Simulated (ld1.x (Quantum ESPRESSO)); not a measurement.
## Before and after: RRKJ potential for K (Z = 19)

K (Z = 19), norm-conserving RRKJ (Kleinman–Bylander form), made with ld1.x (Quantum ESPRESSO) 7.5 (BP86, scalar-relativistic). Core [Ar], reference 3d0 4s0.5 4p0 (charge +0.5). Waves: 4p (bound, empty): rc 4.00 bohr; 3d (bound, empty): rc 4.20 bohr; 4s (bound): rc 3.05 bohr. Local part: the s channel. Core correction: none. rho0 = 0.005.

Change: functional BLYP.

Cutoffs: the cutoffs (Ry, on a coarse ladder) from which the occupation-weighted sum of valence levels, in a spherical-Bessel basis at the reference potential, stays within 10 and 1 mRy of its value at 400 Ry; they do not see the model core or the augmentation charge, which bear on the density cutoff. Errors are all-electron minus pseudo energies relative to the spin-unpolarised reference configuration.

Q: Predict the effect on cutoff, ghosts and configuration errors.

A: Both files are so soft that the ladder of cutoffs tells neither apart; of the 4 tests that both files solve, the error grows in 4 and shrinks in 0 by more than 15 % and 0.3 meV (median size 25.1 → 48.6 meV); neither file shows a bound ghost.

| quantity | base | changed |
| --- | --- | --- |
| cutoff, loose | 6 Ry | 6 Ry |
| cutoff, tight | 6 Ry | 6 Ry |
| bound ghosts | none | none |
| error for 3d0 4s1 4p0, meV [ΔE -1.70 → -1.64 eV] | +6.1 | +28 |
| error for 3d0 4s0 4p1, meV [ΔE -0.14 → 0.01 eV] | +29 | +58 |
| error for 3d1 4s0 4p0, meV [ΔE 0.76 → 0.90 eV] | +117 | +218 |
| error for 3d0.5 4s0.5 4p0, meV [ΔE -0.47 → -0.40 eV] | +21 | +39 |
| s: phases at 4.54 bohr within 0.05 rad from the reference energy up to (Ry; the scan ends near 5) | 0.7 | 0.7 |
| p: phases at 4.54 bohr within 0.05 rad from the reference energy up to (Ry; the scan ends near 5) | 1.1 | n/a |
| d: phases at 4.54 bohr within 0.05 rad from the reference energy up to (Ry; the scan ends near 5) | 0.2 | 0.2 |
